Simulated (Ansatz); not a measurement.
BH₃ + `CSC` → `[BH3-][S+](C)C`  (adduct formation)

Gas-phase electronic energies from Ansatz, PBE0-D4/def2-TZVP geometries. CBS: MP2 limit from def2 TZ/QZ plus the TZ coupled-cluster correction, frozen cores. This one scheme is used for every species. DFT in def2-TZVPP.

Problem. Is it downhill or uphill in electronic energy at CCSD(T)/CBS, and by how much? (Estimate.)

Solution. The calculation gave: Downhill: ΔE = -1.18 eV.

Problem. What do these levels give: LDA (SPW92), B2PLYP, PBE, PBE0, MP2/def2-SVP, MP2/CBS(def2)? (An estimate is asked.)

Solution. The calculation gave: LDA (SPW92) -1.95, B2PLYP -1.08, PBE -1.38, PBE0 -1.32, MP2/def2-SVP -1.17, MP2/CBS(def2) -1.26 eV.

Largest T1 diagnostic among the species: 0.010.

The D4 term adds −0.16 eV with B3LYP and −0.09 eV with PBE0; it sums over pairs of atoms, weighted by their polarisabilities, and B3LYP, whose exchange is more repulsive, gets the larger term. In def2-TZVPP, CCSD(T) changes the Hartree–Fock value by −0.67 eV (the triples alone add −0.10 eV) and MP2 by −0.75 eV.

B3LYP here is the variant with VWN-RPA as its local correlation; programs differ in this.
